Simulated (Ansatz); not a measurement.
One elementary step

Start structure (BNH3ClO, singlet), relaxed at PBE0-D4/def2-TZVP:

```xyz
7
angstrom
B 0.0566 0.2868 -0.0909
O 0.9515 0.7239 0.8356
N -0.4609 -1.0051 -0.0271
H -0.1916 -1.6465 0.6979
Cl -0.4682 1.3740 -1.4098
H 1.2339 1.6278 0.6861
H -1.1214 -1.3609 -0.6919
```

The step: BNH₃ClO ([NH2][B]([OH])[Cl]) → BNHCl ([NH][B][Cl]) + H₂O (still joined by a long B–O bond); bonds formed: O2–H4; bonds broken: N3–H4; bonds weakened to dative contacts: B1–O2. Computed with Ansatz 0.2.0 (basis: def2-TZVPP and def2-QZVPP); correlated methods freeze the cores. Extrapolation: Hartree–Fock as exp(−7.88 √X), correlation as X^−2.97. Energies below are by CCSD(T) at an estimated basis limit (MP2 extrapolated from triple and quadruple zeta, plus CCSD(T) − MP2 in triple zeta).

(1) What are the electronic barrier and the energy of the step, from the start structure to the end structure? (To be estimated.)

The T1 diagnostic stays at or below 0.014.

## Answers

(1) By the calculation: Barrier 3.071 eV; step energy 2.894 eV (uphill); reverse barrier, their difference, 0.177 eV. Barrier and step energy count from the start structure, the reverse barrier from the end structure.

The saddle point: One imaginary mode of 928i cm⁻¹.
```
 pair  start (Å)  saddle (Å)  end (Å)
O2–H4       2.64        1.09     0.98
B1–O2       1.36        1.56     1.61
N3–H4       1.00        1.53     2.11
```

Zero-point energy (harmonic, PBE0-D4): ZPE is 1.295 eV at the start and 1.157 eV at the saddle, so the barrier goes from 3.071 to 2.933 eV.

First-order rate constant out of the start structure at 698 K by transition-state theory, with harmonic vibrational free energies alone and no tunnelling: ΔA‡ = 2.970 eV, so k = (kB T/h) exp(−ΔA‡/kB T) ≈ 10^-8 s⁻¹ (an order of magnitude at best: rotation, the number of equivalent paths and anharmonicity are left out).

Labels in which every atom is bracketed show which atoms are joined, not bond orders.

For scale, one of the runs: CCSD(T)/def2-TZVPP, 177 basis functions, launched by `ansatz run in.yaml --threads 2 --pin off --events-out ev --progress --plain --max-ram 4352MiB`. Time: 44 s of wall clock on 2 CPU threads of an Arm Neoverse V1; the host was shared. Peak host memory: 1.7 GiB.
